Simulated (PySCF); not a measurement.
Simulation results for CH$_{4}$BGe, CH$_{4}$BGeO

Calculation on a computer-drawn molecule: the log of a Hartree-Fock and frozen-core CCSD(T) single point meant for a local Hartree-Fock minimum, with one planted fault or none, to be diagnosed. Offsets are logged minus clean, where the clean run is the same molecule without the fault. The reference is restricted for singlets and unrestricted otherwise, and also for a bond in bohr or an excited solution. Adding or removing an electron swaps singlet and doublet. The excited solution moves the top pair (singlet) or top alpha electron (doublet) to the lowest empty orbital. Highest occupied and lowest empty are orbital energies over both spins, largest force is the largest gradient component, triples share is (T) over the correlation energy, the T1 limit is 0.02 restricted and 0.045 unrestricted, electrons count all cores, a negative frequency is imaginary (commonest isotopes), and the dipole is about the centre of nuclear charge; on germanium a core potential holds 10 electrons, which the energies leave out, and 3d is frozen in MP2 and coupled-cluster steps. Program: PySCF 2.14.0.

Common to all runs: meant charge 1; meant multiplicity 1; meant basis cc-pVDZ; meant basis and core potential on germanium cc-pVDZ-PP ECP10MDF; logged SCF converged yes; logged CC converged yes; logged SCF stable within its kind yes; possible faults no fault, one electron removed, one electron added, multiplicity raised by two, geometry at a saddle point, SCF held on an excited solution, minimal basis STO-3G, one bond length entered in bohr, all coordinates scaled.

(1) CH$_{4}$BGe

Logged structure:
```xyz
7
CH4BGe
B      0.9361    -1.6251    -0.5473
C      0.6789    -0.6613    -1.5449
Ge     0.8446    -1.0763    -3.3139
H      1.1591    -2.4550     0.2507
H      0.3766     0.3494    -1.2822
H      0.5678    -0.0404    -4.3748
H      1.2610    -2.4631    -3.7460
```

| Property | Result |
| --- | --- |
| logged electrons | 47 |
| logged basis functions | 71 |
| logged spin squared | 0.879 |
| logged highest occupied | -6.2959 eV |
| logged lowest empty | 1.819 eV |
| logged largest force | 0.033713 hartree/bohr |
| logged T1 diagnostic | 0.028858 |
| logged D1 diagnostic | 0.10379 |
| logged triples share | 0.034362 |
| logged dipole magnitude | 1.1842 debye |
| logged energy HF | -358.14738 hartree |
| logged energy CCSD(T) | -358.48883 hartree |
| planted fault | one electron added |
| HF energy offset from clean run | -128.3 kcal/mol |
| CCSD(T) energy offset from clean run | -138.3 kcal/mol |

Drawn bonds:
```tsv
atom	other atom	order
1	2	1
2	3	2
1	4	1
2	5	1
3	6	1
3	7	1
```

(2) CH$_{4}$BGeO

Logged structure:
```xyz
8
CH4BGeO
B      0.0133    -1.1037     1.9049
C     -0.4633    -0.9181     0.5949
Ge     0.5111    -0.0683    -0.6946
O     -0.0720     0.1555    -2.2846
H      0.4324    -1.2466     2.9907
H     -1.4494    -1.2890     0.3229
H      1.8854     0.5246    -0.5611
H     -0.9297    -0.1576    -2.5512
```

| Property | Result |
| --- | --- |
| logged electrons | 54 |
| logged basis functions | 85 |
| logged spin squared | 2.0167 |
| logged highest occupied | -12.108 eV |
| logged lowest empty | -6.5611 eV |
| logged largest force | 0.097156 hartree/bohr |
| logged T1 diagnostic | 0.021746 |
| logged D1 diagnostic | 0.086052 |
| logged triples share | 0.027618 |
| logged dipole magnitude | 1.7161 debye |
| logged energy HF | -432.72979 hartree |
| logged energy CCSD(T) | -433.21504 hartree |

Drawn bonds:
```tsv
atom	other atom	order
1	2	1
2	3	2
3	4	1
1	5	1
2	6	1
3	7	1
4	8	1
```

Q: Which fault was planted in the run of CH$_{4}$BGeO (entry 2)?
A: multiplicity raised by two

Further results for CH$_{4}$BGeO (entry 2):

| Quantity | Value |
| --- | --- |
| HF energy offset from clean run | 68.82 kcal/mol |
| CCSD(T) energy offset from clean run | 86.6 kcal/mol |
